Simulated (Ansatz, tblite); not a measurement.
Cost and result up the ladder for K2S (3 atoms). Total charge 0; singlet. Geometry: r2SCAN-D4/def2-TZVP.

```xyz
3

K     0.394    1.993    1.843
K    -0.376   -2.003   -1.836
S    -0.018    0.010   -0.007
```

Ansatz on 4 threads of Arm Neoverse V1 on a shared host; xTB runs through tblite on one thread. Times are rough, summed over both states, and most runs start from the orbitals of an earlier one. RPA@PBE/def2-TZVP serves as the yardstick here, not as an exact answer. The other state is a triplet at its own geometry.

The xTB rows come from tblite. B3LYP takes the VWN-RPA correlation. Correlated methods freeze 15 core orbitals; core or outer-core shells of K are correlated, in sets that lack core-valence functions. In CCSD on the charge 0 triplet the largest single amplitude is 0.39, so its Hartree–Fock determinant may place the open shell otherwise than the density functionals do. HOMO above LUMO, or a gap near zero within one spin, warns that the state may not be the lowest or that an electron is smeared out. At PBE0-D4/def2-TZVP a singlet of charge 0 lies 1.38 eV below the triplet, each at its own geometry. The structure comes from a short search, and lower isomers may exist.

Run but left out: HF/def2-TZVP, HF/def2-TZVPP, MP2/def2-TZVP, MP2/def2-TZVPP (triplet: a determinant that CCSD turns far, T1 0.060); LDA (SPW92)/def2-TZVP (triplet: an occupied level 0.03 eV above an empty one).

Correlated methods converge slowly with the basis.

xTB has no spin-polarisation term.

| level | functions | wall time |
| --- | --- | --- |
| GFN1-xTB | 17 | 0.005 s |
| GFN2-xTB | 17 | 0.008 s |
| PBE-D4/def2-TZVP | 103 | 4.6 s |
| revPBE-D4/def2-TZVP | 103 | 4.7 s |
| RPA@PBE/def2-TZVP | 103 | 5.4 s |
| B3LYP-D4/def2-TZVP | 103 | 7.3 s |
| CCSD(T)/def2-TZVPP | 108 | 10 s |
| r2SCAN-D4/def2-TZVP (with forces) | 103 | 12 s |
| B97M-V/def2-TZVP | 103 | 23 s |

Problem. Estimate what each level gives for the triplet − singlet (eV).

Solution. 
```json
{"level": "GFN1-xTB", "triplet − singlet (eV)": "3.03", "difference from RPA@PBE/def2-TZVP (eV)": "2.17", "remarks": "–"}
{"level": "GFN2-xTB", "triplet − singlet (eV)": "1.04", "difference from RPA@PBE/def2-TZVP (eV)": "0.18", "remarks": "–"}
{"level": "PBE-D4/def2-TZVP", "triplet − singlet (eV)": "1.42", "difference from RPA@PBE/def2-TZVP (eV)": "0.56", "remarks": "–"}
{"level": "revPBE-D4/def2-TZVP", "triplet − singlet (eV)": "1.34", "difference from RPA@PBE/def2-TZVP (eV)": "0.48", "remarks": "gap within one spin near zero (triplet)"}
{"level": "RPA@PBE/def2-TZVP", "triplet − singlet (eV)": "0.86", "difference from RPA@PBE/def2-TZVP (eV)": "0.00", "remarks": "–"}
{"level": "B3LYP-D4/def2-TZVP", "triplet − singlet (eV)": "1.33", "difference from RPA@PBE/def2-TZVP (eV)": "0.47", "remarks": "–"}
{"level": "CCSD(T)/def2-TZVPP", "triplet − singlet (eV)": "1.42", "difference from RPA@PBE/def2-TZVP (eV)": "0.56", "remarks": "large T1 (0.060) (triplet)"}
{"level": "r2SCAN-D4/def2-TZVP (with forces)", "triplet − singlet (eV)": "1.46", "difference from RPA@PBE/def2-TZVP (eV)": "0.60", "remarks": "–"}
{"level": "B97M-V/def2-TZVP", "triplet − singlet (eV)": "1.23", "difference from RPA@PBE/def2-TZVP (eV)": "0.37", "remarks": "–"}
```
